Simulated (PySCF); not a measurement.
Electron correlation in Co (cobalt, neutral)

[Ar] 3d6 4s2 5s1, high-spin 6D determinant (an excited configuration). Computed with PySCF 2.14 in dyall-av2z (16s12p7d2f, 101 functions), with the non-relativistic Hamiltonian (point nucleus). Frozen: [Ar]; 9 electrons correlated; the 33 highest virtual orbitals of each spin left out.

```csv
level,correlation energy (mhartree)
CCSD,-174.68
(T),-4.29
CCSD(T),-178.97
```

Diagnostics: T1 = 0.017, D1 = 0.0627, largest double amplitude 0.095.

The outer electron is Rydberg-like, and this basis confines it to a smaller radius and binds it less than a complete one would.

Cost of the coupled-cluster step: of the order of 17 core-seconds, for 9 correlated electrons.
